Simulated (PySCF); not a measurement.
Isomers of C4H10BN, mass 83.091 u with the commonest isotopes. Method: PBE0-D3(BJ)/def2-SVP geometry optimisation, gas phase in PySCF 2.14.0. One conformer each, none proved a minimum here; rigid rotors.

Problem. Order these by dipole moment, largest first.
A. `[BH:1]1[CH2:2][CH2:3][CH2:4][CH2:5][NH:6]1` with N6–B1–C2–C3 -72°, B1–C2–C3–C4 55°, C2–C3–C4–C5 -53°, C3–C4–C5–N6 52°
B. `[CH2:1]=[CH:2][BH:3][N:4]([CH3:5])[CH3:6]` with C1–C2–B3–N4 180°
C. `[BH2:1][NH:2][CH:3]1[CH2:4][CH2:5][CH2:6]1` with B1–N2–C3–C4 129°, N2–C3–C4–C5 144°, C3–C4–C5–C6 -20°, C4–C5–C6–C3 20°, N2–C3–C6–C5 -144°

Solution. C (2.16 D), A (1.91 D), B (1.63 D).

Problem. Order these by rotational constant B, largest first.
A. `[BH2:1][NH:2][CH:3]1[CH2:4][CH2:5][CH2:6]1` with B1–N2–C3–C4 129°, N2–C3–C4–C5 144°, C3–C4–C5–C6 -20°, C4–C5–C6–C3 20°, N2–C3–C6–C5 -144°
B. `[CH2:1]=[CH:2][BH:3][N:4]([CH3:5])[CH3:6]` with C1–C2–B3–N4 180°
C. `[BH:1]1[CH2:2][CH2:3][CH2:4][CH2:5][NH:6]1` with N6–B1–C2–C3 -72°, B1–C2–C3–C4 55°, C2–C3–C4–C5 -53°, C3–C4–C5–N6 52° (1,2-BN cyclohexene)

Solution. C (4211 MHz), A (2208 MHz), B (1846 MHz).

Problem. Order these by rotational constant C, smallest first.
A. `[CH2:1]=[CH:2][BH:3][N:4]([CH3:5])[CH3:6]` with C1–C2–B3–N4 180°
B. `[BH2:1][NH:2][CH:3]1[CH2:4][CH2:5][CH2:6]1` with B1–N2–C3–C4 129°, N2–C3–C4–C5 144°, C3–C4–C5–C6 -20°, C4–C5–C6–C3 20°, N2–C3–C6–C5 -144°
C. `[BH:1]1[CH2:2][CH2:3][CH2:4][CH2:5][NH:6]1` with N6–B1–C2–C3 -72°, B1–C2–C3–C4 55°, C2–C3–C4–C5 -53°, C3–C4–C5–N6 52° (1,2-BN cyclohexene)

Solution. A (1536 MHz), B (1992 MHz), C (2701 MHz).

| SMILES | point group | Ia (u·Å²) | Ib (u·Å²) | Ic (u·Å²) | κ | μa (D) | μb (D) | μc (D) |
| --- | --- | --- | --- | --- | --- | --- | --- | --- |
| C=CBN(C)C | Cs | 61.74 | 273.72 | 329.08 | -0.91 | 1.37 | 0.89 | 0.00 |
| BNC1CCC1 | – | 54.03 | 228.92 | 253.66 | -0.94 | 1.97 | 0.04 | 0.88 |
| B1CCCCN1 | C1 | 99.46 | 120.00 | 187.12 | 0.27 | 0.52 | 1.58 | 0.94 |
